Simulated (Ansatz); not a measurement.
System: C₃H₁₂OSi₂, charge 0, multiplicity 1. 
Geometry from a B3LYP-D3(BJ)/def2-TZVP (Ansatz, an electronic-structure program) optimisation:
SMILES: C([SiH3])O[SiH](C)C
```xyz
18

C     -2.3224    -0.0001     1.5634
Si    -1.3505    -0.5096     0.0591
C     -2.1106     0.1429    -1.5208
O      0.1809     0.0879     0.2709
C      1.2540    -0.1861    -0.6299
Si     2.8534     0.4702     0.1367
H     -3.3431    -0.3862     1.5142
H     -1.8591    -0.3814     2.4748
H     -2.3753     1.0879     1.6397
H     -1.2652    -1.9939    -0.0387
H     -1.5249    -0.1432    -2.3970
H     -3.1185    -0.2577    -1.6550
H     -2.1809     1.2328    -1.5013
H      1.3413    -1.2641    -0.8184
H      1.0778     0.2914    -1.6018
H      2.7417     1.9289     0.3639
H      3.1106    -0.2109     1.4259
H      3.9821     0.2051    -0.7909
```
Charge 0, spin multiplicity 1.

Atomisation energy built up term by term with Ansatz (kcal/mol; UHF references for open shells; valence terms freeze the core; atomic spin-orbit terms are left out). CBS(X,Y): correlation extrapolated as X^-3; Hartree-Fock from the larger set.

```json
[
 {"term": "Hartree-Fock", "basis": "cc-pV(Q+d)Z", "kcal/mol": "1183.10"},
 {"term": "CCSD correlation", "basis": "CBS(cc-pV(T+d)Z,cc-pV(Q+d)Z)", "kcal/mol": "[?]"},
 {"term": "(T)", "basis": "CBS(cc-pV(T+d)Z,cc-pV(Q+d)Z)", "kcal/mol": "[?]"},
 {"term": "core correlation", "basis": "cc-pwCVTZ", "kcal/mol": "3.76"},
 {"term": "scalar relativity (X2C)", "basis": "cc-pVTZ-DK against cc-pVTZ", "kcal/mol": "-2.23"},
 {"term": "sum: De", "basis": "", "kcal/mol": "[?]"}
]
```

Q: Complete the blanks.

A: 
- CCSD correlation, kcal/mol: 361.73
- (T), kcal/mol: 18.84
- sum: De, kcal/mol: 1565.2
